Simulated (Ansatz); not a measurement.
Li₇H₇⁻, relaxed as a doublet with UKS PBE-D4/def2-TZVPD in Ansatz, starting from the PBE-D4/def2-TZVP geometry of the neutral singlet. Force threshold 0.02 eV/Å.

The highest occupied level of the relaxed charge -1 doublet lies above zero (up to 0.87 eV). By energy differences its removal costs 0.51 eV (each at its own geometry, to the charge 0 singlet, at PBE-D4/def2-TZVPD); the vertical value is larger still, so the positive level points to self-interaction error. The relaxation made no stability test and no search for a lower SCF solution. The structure comes from a short search, and lower isomers may exist.

Start:

```xyz
14

Li   -0.746   -0.878   -2.099
Li    1.100    1.428    1.188
Li   -1.587   -1.427    0.201
Li    0.875   -1.532    0.310
Li    1.412    0.965   -1.310
Li   -0.987    1.455   -1.148
Li   -0.220   -0.288    2.850
H    -0.304   -2.121   -0.921
H     0.434    2.161   -0.321
H    -1.964   -0.054   -0.886
H     0.574    1.174    2.822
H    -0.513   -1.449    1.621
H     0.114    0.598   -2.447
H     1.813   -0.033    0.139
```

Problem. Estimate the energy that the relaxation releases and the steps that it takes.

Solution. 0.29 eV, in 17 steps; 48 s on 4 threads of Arm Neoverse V1 on a shared host. No frequencies were taken in this run, so the end may be a saddle point.

Problem. Does the start keep its bonding?

Solution. By distances, no bond broke or formed, bridged metal pairs apart. The bond that changes most is Li7–H12, from 1.72 to 1.87 Å (atoms count from 1). A close non-bonded pair moves further: Li6–H12, from 4.04 to 1.92 Å. Metal–metal contacts that move far: Li4–Li6 3.81 to 2.78 Å, Li3–Li6 3.24 to 2.67 Å.

Problem. Predict the relaxed structure.

Solution. 
```xyz
14

Li   -0.9666   -1.0662   -2.0667
Li    1.1382    1.1266    1.2971
Li   -1.7167   -1.4489    0.2677
Li    0.8778   -1.1222   -0.2898
Li    1.5122    1.1742   -1.1902
Li   -0.9342    0.9751   -0.5258
Li   -0.5626   -0.1898    2.7018
H    -0.4594   -2.3033   -0.8713
H     0.4479    2.1885   -0.1664
H    -2.2405   -0.2490   -1.1043
H     0.7136    0.9520    3.0136
H    -0.3966   -0.2521    0.8433
H     0.3521    0.0995   -1.9699
H     2.2347    0.1157    0.0611
```
Bond lengths (bridged metal pairs left out): 4 × Li–Li 2.52 to 2.78 Å; 16 × H–Li 1.74 to 1.90 Å.
